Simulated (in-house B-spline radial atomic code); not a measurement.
The numbers below are computed, except where a source is named.
# C6 from the polarisability at imaginary frequency: the zinc ion Zn²⁺

LC-wPBE linear response of the closed shell [Ar] 3d10, from a B-spline radial code for spherical atoms; scalar-relativistic (spin-free one-electron X2C), finite nucleus, no spin-orbit coupling.

The dispersion coefficient of two like species is C6 = (3/π) ∫ α(iu)² du from 0 to ∞.

| u (hartree) | α(iu) (bohr³) |
| --- | --- |
| 0 | 2.91 |
| 0.156 | 2.816 |
| 0.364 | 2.498 |
| 0.624 | 2.064 |
| 1.04 | 1.554 |
| 1.56 | 1.157 |
| 2.34 | 0.8068 |
| 3.64 | 0.5034 |
| 5.2 | 0.3242 |
| 7.79 | 0.1854 |
| 13 | 0.08444 |
| 26 | 0.02639 |

(1) Fit one oscillator, α(iu) = α(0)/(1 + u²/ω²), through u = 1.56 and estimate C6.

(2) How does that compare with the full integral?

## Answers

(1) From α(0)/α(iu) − 1 = 2.91/1.157 − 1 = 1.5151, ω = u/√1.5151 = 1.2674 hartree (34.5 eV). London's formula gives C6 = (3/4) α(0)² ω = 0.75 × 2.91² × 1.2674 = 8.049 hartree·bohr⁶, and the oscillator holds f = α(0) ω² = 4.67 electrons, of a sum of oscillator strengths of 27.8.

(2) The program's quadrature over all excitations gives C6 = 7.851, so the single oscillator is off by +2.5 %. At the last point the fit gives α = 0.0069 against 0.0264: higher excitations, and deeper shells where there are any, keep the true curve higher at large u.
